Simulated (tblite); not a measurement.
Compound: C4H6F2OSi.
Cartesian coordinates in Å at the GFN2-xTB level; atoms count from 1:
```
atom  x, y, z in Å
F1     2.9121   -0.6654    0.0183
C2     2.0172    0.3294   -0.0174
F3     2.6665    1.4852   -0.1656
C4     0.7146    0.2039    0.0802
C5     0.0089   -1.1087    0.2628
C6    -1.4332   -0.9016   -0.2218
O7    -1.8240    0.4375   -0.0253
Si8   -0.6192    1.5398   -0.0038
H9     0.0015   -1.3555    1.3273
H10    0.4932   -1.9242   -0.2735
H11   -2.1369   -1.5345    0.3242
H12   -1.5112   -1.1332   -1.2894
H13   -0.7525    2.3292    1.2102
H14   -0.5376    2.2974   -1.2483
```

Level: GFN2-xTB in tblite, geometry and Hessian alike; calculated harmonic values, unscaled, isolated species. Against measured fundamentals such values can be off by several per cent, at times by over 20. Modes of hydrogen on silicon can be 10 to 20 % off. One conformer, not necessarily the lowest.

Harmonic wavenumbers (cm⁻¹): 68.7, 130.3, 135.0, 159.8, 269.8, 324.8, 420.4, 475.6, 484.7, 513.5, 574.6, 584.6, 638.6, 683.7, 777.6, 809.9, 842.0, 980.9, 1009.7, 1046.6, 1097.3, 1130.8, 1148.2, 1173.6, 1205.5, 1288.1, 1319.7, 1453.2, 1487.4, 1773.5, 2298.0, 2344.9, 2919.9, 2959.1, 2965.3, 3001.6.

A = 3183, B = 1205, C = 900.3 MHz; mass 136.016 u (most abundant isotopes); point group C1, symmetry number 1.

Question: What is the zero-point energy?

Answer: ½Σν̃ = 20248 cm⁻¹ = 242.23 kJ/mol.

Question: Entropy at 200 K, 1 bar (ideal gas, RRHO, classical rotation)?

Answer: Translation 161.83, rotation 116.03, vibration 54.86: S = 332.7 J/(mol K).

Question: And Cp and H(200 K) − H(0)?

Answer: Cp = 101.81 J/(mol K), of which vibrations give 68.55 (their classical limit is 36 R = 299.3); H(200 K) − H(0) = 13.05 kJ/mol without the zero-point energy, 6.40 from vibrations.

Question: What must be added to the electronic energy to get the Gibbs energy at 200 K and 1 bar?

Answer: ZPE + [H(200 K) − H(0)] − T·S = 242.23 + 13.05 − 66.54 = 188.74 kJ/mol.

Question: How do the functions run with temperature in this model?

Answer: 
```json
{"T (K)": "50", "S (J/(mol K))": "237.9", "Cp (J/(mol K))": "47.0", "H − H(0) (kJ/mol)": "1.89", "G − H(0) (kJ/mol)": "-10.01", "ln q(vib)": "0.20"}
{"T (K)": "100", "S (J/(mol K))": "276.4", "Cp (J/(mol K))": "65.4", "H − H(0) (kJ/mol)": "4.72", "G − H(0) (kJ/mol)": "-22.93", "ln q(vib)": "0.93"}
{"T (K)": "298.15", "S (J/(mol K))": "380.1", "Cp (J/(mol K))": "137.7", "H − H(0) (kJ/mol)": "24.82", "G − H(0) (kJ/mol)": "-88.52", "ln q(vib)": "4.69"}
{"T (K)": "373.15", "S (J/(mol K))": "413.7", "Cp (J/(mol K))": "162.2", "H − H(0) (kJ/mol)": "36.08", "G − H(0) (kJ/mol)": "-118.30", "ln q(vib)": "6.22"}
{"T (K)": "500", "S (J/(mol K))": "466.1", "Cp (J/(mol K))": "195.9", "H − H(0) (kJ/mol)": "58.89", "G − H(0) (kJ/mol)": "-174.16", "ln q(vib)": "8.81"}
{"T (K)": "750", "S (J/(mol K))": "554.7", "Cp (J/(mol K))": "240.2", "H − H(0) (kJ/mol)": "113.89", "G − H(0) (kJ/mol)": "-302.14", "ln q(vib)": "13.75"}
{"T (K)": "1000", "S (J/(mol K))": "627.8", "Cp (J/(mol K))": "267.3", "H − H(0) (kJ/mol)": "177.60", "G − H(0) (kJ/mol)": "-450.23", "ln q(vib)": "18.29"}
```

q(vib) and H(0) count from the zero-point level.

Question: Which modes carry the vibrational entropy at 200 K?

Answer: 68.7 cm⁻¹: 14.26; 130.3 cm⁻¹: 9.15; 135.0 cm⁻¹: 8.88; 159.8 cm⁻¹: 7.60; 269.8 cm⁻¹: 3.99; 324.8 cm⁻¹: 2.92 J/(mol K); the other 30 give 8.06 together.

Hindered rotation and anharmonicity are outside this model. Other conformers, if any are populated, would add a mixing term that is left out. The structure is chiral; the term R ln 2 for an equal mix with its mirror image is left out.
